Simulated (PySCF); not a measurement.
IIn, charge -1, doublet, at a GFN2-xTB geometry (such geometries of metal compounds can be far from the true shape) (a state made from the parent by changing its charge; the spin is typed, not shown lowest) (core potentials on I, In); HF/def2-SVP in PySCF.

PySCF was given this input:
```python
from pyscf import gto, scf

mol = gto.Mole()
mol.atom = '''
    In   -0.00000000   -0.00000000   -1.55479354
    I     0.00000000    0.00000000    1.43745064
'''
mol.basis = 'def2-svp'
mol.ecp = {'I': 'def2-svp', 'In': 'def2-svp'}
mol.charge = -1
mol.spin = 1
mol.verbose = 4
mol.build()

mf = scf.UHF(mol)
mf.kernel()
mf.analyze()
```

It wrote (shortened):

```
PySCF version 2.14.0

[INPUT] verbose = 4
[INPUT] num. atoms = 2
[INPUT] num. electrons = 47
[INPUT] charge = -1
[INPUT] spin (= nelec alpha-beta = 2S) = 1
[INPUT] symmetry False subgroup None
[INPUT] Mole.unit = angstrom
[INPUT] Symbol           X                Y                Z      unit          X                Y                Z       unit  Magmom
[INPUT]  1 In     0.000000000000   0.000000000000  -1.554793540000 AA    0.000000000000   0.000000000000  -2.938133970843 Bohr   0.0
[INPUT]  2 I      0.000000000000   0.000000000000   1.437450640000 AA    0.000000000000   0.000000000000   2.716388027181 Bohr   0.0

nuclear repulsion = 92.8460443134691
number of shells = 20
number of NR pGTOs = 122
number of NR cGTOs = 52
basis = def2-svp
ecp = {'I': 'def2-svp', 'In': 'def2-svp'}

******** <class 'pyscf.scf.uhf.UHF'> ********
method = UHF
initial guess = minao
damping factor = 0
level_shift factor = 0
DIIS = <class 'pyscf.scf.diis.CDIIS'>
diis_start_cycle = 1
diis_space = 8
diis_damp = 0
SCF conv_tol = 1e-09
SCF conv_tol_grad = None
SCF max_cycles = 50
direct_scf = True
direct_scf_tol = 1e-13
number electrons alpha = 24  beta = 23
Set gradient conv threshold to 3.16228e-05
init E= -432.000286123698

cycle= 1 E= -484.454146502559  delta_E= -52.5  |g|= 1.74  |ddm|=  9.9
cycle= 2 E= -485.158086793228  delta_E= -0.704  |g|= 1.06  |ddm|=  4.8
cycle= 3 E= -485.916637882581  delta_E= -0.759  |g|= 0.194  |ddm|= 1.92
cycle= 4 E= -485.951961428504  delta_E= -0.0353  |g|= 0.056  |ddm|= 0.508
cycle= 5 E= -485.956424219279  delta_E= -0.00446  |g|= 0.0219  |ddm|= 0.148
cycle= 6 E= -485.957878894207  delta_E= -0.00145  |g|= 0.0103  |ddm|=  0.1
cycle= 7 E= -485.958383167608  delta_E= -0.000504  |g|= 0.00547  |ddm|= 0.0646
cycle= 8 E= -485.958567565101  delta_E= -0.000184  |g|= 0.00267  |ddm|= 0.0445
cycle= 9 E= -485.958617410008  delta_E= -4.98e-05  |g|= 0.000844  |ddm|= 0.0294
cycle= 10 E= -485.95862129381  delta_E= -3.88e-06  |g|= 0.000204  |ddm|= 0.00894
cycle= 11 E= -485.958621426419  delta_E= -1.33e-07  |g|= 6.02e-05  |ddm|= 0.0014
cycle= 12 E= -485.958621437329  delta_E= -1.09e-08  |g|= 1.96e-05  |ddm|= 0.000428
cycle= 13 E= -485.958621438509  delta_E= -1.18e-09  |g|= 5.1e-06  |ddm|= 0.000146
cycle= 14 E= -485.958621438576  delta_E= -6.71e-11  |g|= 2.15e-06  |ddm|= 1.95e-05
Extra cycle  E= -485.958621438586  delta_E= -9.78e-12  |g|= 1.24e-06  |ddm|= 7.29e-06
converged SCF energy = -485.958621438586  <S^2> = 0.76152627  2S+1 = 2.0114932
**** SCF Summaries ****
Total Energy =                        -485.958621438586022
Nuclear Repulsion Energy =              92.846044313469122
One-electron Energy =                -1047.816333590597424
Two-electron Energy =                  469.011667838542223
Two-electron Coulomb Energy =          506.236671076024663
DFT Exchange-Correlation Energy =      -37.225003237482440
**** MO energy ****
                             alpha | beta                alpha | beta
MO #1   energy= -7.50831366214836  | -7.50813178004599  occ= 1 | 1
MO #2   energy= -5.35859947722732  | -5.35866923836968  occ= 1 | 1
MO #3   energy= -5.35603667441281  | -5.35606140569176  occ= 1 | 1
MO #4   energy= -5.35542324920918  | -5.35479723178832  occ= 1 | 1
MO #5   energy= -5.19085942776153  | -5.19006272251874  occ= 1 | 1
MO #6   energy= -3.44629674344533  | -3.44759979973573  occ= 1 | 1
MO #7   energy= -3.44317265870559  | -3.44444026462624  occ= 1 | 1
MO #8   energy= -3.44223815359518  | -3.43719443544117  occ= 1 | 1
MO #9   energy= -2.05268597437902  | -2.05269622590956  occ= 1 | 1
MO #10  energy= -2.05182183931973  | -2.05187676926067  occ= 1 | 1
MO #11  energy= -2.05105168502114  | -2.0507498069263   occ= 1 | 1
MO #12  energy= -2.04845675461939  | -2.04821297052929  occ= 1 | 1
MO #13  energy= -2.04840506818857  | -2.04812654234412  occ= 1 | 1
MO #14  energy= -0.832506009157292 | -0.832950749880691 occ= 1 | 1
MO #15  energy= -0.830661231306472 | -0.831197995714299 occ= 1 | 1
MO #16  energy= -0.827492888755311 | -0.825016052641475 occ= 1 | 1
MO #17  energy= -0.824750327051379 | -0.821538604589381 occ= 1 | 1
MO #18  energy= -0.824019181552937 | -0.821317278147895 occ= 1 | 1
MO #19  energy= -0.659570310665401 | -0.657728199316283 occ= 1 | 1
MO #20  energy= -0.277828305793285 | -0.245274632544702 occ= 1 | 1
MO #21  energy= -0.175004944560155 | -0.170719058016719 occ= 1 | 1
MO #22  energy= -0.170660668449912 | -0.166774797277439 occ= 1 | 1
MO #23  energy= -0.145359364486132 | -0.126785631508186 occ= 1 | 1
MO #24  energy= -0.0238661290747428 | 0.191585978594278  occ= 1 | 0
MO #25  energy= 0.179412873621994  | 0.223019951290421  occ= 0 | 0
MO #26  energy= 0.230212352354013  | 0.24292549185252   occ= 0 | 0
MO #27  energy= 0.42643700075995   | 0.443680547462924  occ= 0 | 0
MO #28  energy= 0.448444250900796  | 0.461620383971503  occ= 0 | 0
MO #29  energy= 0.457999375517444  | 0.473029210918621  occ= 0 | 0
MO #30  energy= 0.468632526821057  | 0.502253492382001  occ= 0 | 0
MO #31  energy= 0.622950647382092  | 0.637038056341936  occ= 0 | 0
MO #32  energy= 0.6350554471917    | 0.64231392454988   occ= 0 | 0

spin_pop of  0 In 4s       -0.00003
spin_pop of  0 In 5s        0.00762
spin_pop of  0 In 6s        0.00377
spin_pop of  0 In 7s       -0.00059
spin_pop of  0 In 4px      -0.00004
spin_pop of  0 In 4py      -0.00004
spin_pop of  0 In 4pz       0.00530
spin_pop of  0 In 5px      -0.00044
spin_pop of  0 In 5py       0.00005
spin_pop of  0 In 5pz       0.00049
spin_pop of  0 In 6px       0.00030
spin_pop of  0 In 6py       0.00346
spin_pop of  0 In 6pz       0.94766
spin_pop of  0 In 7px      -0.01055
spin_pop of  0 In 7py       0.00024
spin_pop of  0 In 7pz       0.01501
spin_pop of  0 In 4dxy     -0.00605
spin_pop of  0 In 4dyz     -0.00146
spin_pop of  0 In 4dz^2    -0.00049
spin_pop of  0 In 4dxz     -0.00686
spin_pop of  0 In 4dx2-y2    0.00035
spin_pop of  0 In 5dxy      0.00671
spin_pop of  0 In 5dyz      0.00343
spin_pop of  0 In 5dz^2     0.00066
spin_pop of  0 In 5dxz      0.00716
spin_pop of  0 In 5dx2-y2   -0.00035
spin_pop of  1 I 4s       -0.00000
spin_pop of  1 I 5s       -0.00001
spin_pop of  1 I 6s       -0.00004
spin_pop of  1 I 7s       -0.00023
spin_pop of  1 I 4px       0.00021
spin_pop of  1 I 4py      -0.00002
spin_pop of  1 I 4pz       0.00014
spin_pop of  1 I 5px      -0.00044
spin_pop of  1 I 5py       0.00000
spin_pop of  1 I 5pz       0.00001
spin_pop of  1 I 6px      -0.00063
spin_pop of  1 I 6py      -0.00303
spin_pop of  1 I 6pz       0.02296
spin_pop of  1 I 7px      -0.00119
spin_pop of  1 I 7py       0.00010
spin_pop of  1 I 7pz       0.00375
spin_pop of  1 I 4dxy      0.00140
spin_pop of  1 I 4dyz     -0.00003
spin_pop of  1 I 4dz^2     0.00003
spin_pop of  1 I 4dxz     -0.00010
spin_pop of  1 I 4dx2-y2    0.00001
spin_pop of  1 I 5dxy      0.00168
spin_pop of  1 I 5dyz      0.00002
spin_pop of  1 I 5dz^2    -0.00002
spin_pop of  1 I 5dxz      0.00010
spin_pop of  1 I 5dx2-y2   -0.00001
In total            24.00000 | 23.00000

WARN: System has nonzero charge -1; the dipole moment is origin-dependent.
Location of origin: [0. 0. 0.]

Dipole moment(X, Y, Z, Debye): -0.00000,  0.00000, -0.11265
```
